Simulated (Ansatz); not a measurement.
## Redistribution: GeH2(CH3)Cl + GeH3I → GeH2(CH3)I + GeH3Cl

Species: GeH2(CH3)Cl, singlet; GeH3I `[GeH3][I]`, singlet; GeH2(CH3)I, singlet; GeH3Cl (chlorogermane) `[Cl][GeH3]`, singlet. The partners trade Cl for I; both sit on Ge, so the bond types are kept.

Shapes, held fixed at every level: PBE0-D4/def2-TZVP. Programs: Ansatz 0.2.0. The zero-point and thermal change to 298 K, harmonic and unscaled (PBE0-D4/def2-TZVP), is +0.3 kJ/mol.

```tsv
level	kind	ΔH(298 K) (kJ/mol)	less CCSD(T)/def2-TZVPP	CPU time (sum over the molecules)
HF/def2-TZVPP	Hartree–Fock	+2.2	+0.8	–
r2SCAN-D4/def2-TZVPP	meta-GGA	+2.0	+0.6	32 s
B3LYP-D4/def2-TZVPP	global hybrid	+1.7	+0.3	30 s
BHLYP-D4/def2-TZVPP	global hybrid	+1.5	+0.1	23 s
PBE0-D4/def2-TZVPP	global hybrid	+1.8	+0.4	20 s
wB97X-V/def2-TZVPP	range-separated hybrid	+1.9	+0.5	50 s
MP2/def2-TZVPP	perturbation theory	+0.6	-0.8	–
CCSD(T)/def2-TZVPP	coupled cluster or CI	+1.4	0.0	7.7 min
```

The highest level, CCSD(T)/def2-TZVPP, gives ΔH(298 K) = +1.4 kJ/mol; the levels span +0.6 to +2.2. That is about zero within the method's error. The column of differences is taken from that level and isn't an error. No measured value is set beside it here. For atoms past krypton def2 sets carry core potentials with scalar relativity. Relativity is left out for Ge. Outer-core shells of Ge, I are correlated, in sets that cover them unevenly. Times are processor times on shared x86 and Arm servers, and rough.
